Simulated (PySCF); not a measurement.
# Electron correlation in C²⁺ (carbon, charge +2)

[He] 2s2, closed-shell 1S. All numbers are calculated (PySCF 2.14, the non-relativistic Hamiltonian (point nucleus), in aug-cc-pVDZ (4s3p2d, 23 functions)). Frozen: 1s2; 2 electrons correlated.

Total MP2 correlation energy: -39.60 mhartree.

Same-spin part 0.00 and opposite-spin part -39.60 mhartree; SCS-MP2 scales them by 1/3 and 6/5 to -47.52 mhartree.

With two correlated electrons CCSD is exact within the correlated space (frozen core and kept virtual orbitals).

```csv
level,correlation energy (mhartree)
CCSD,-72.01
```

Diagnostics: T1 = 0.0085, D1 = 0.0120, largest double amplitude 0.157.

Problem. Is a single reference adequate?

Solution. Not fully. A double-excitation amplitude exceeds 0.15, a sign of near-degeneracy.
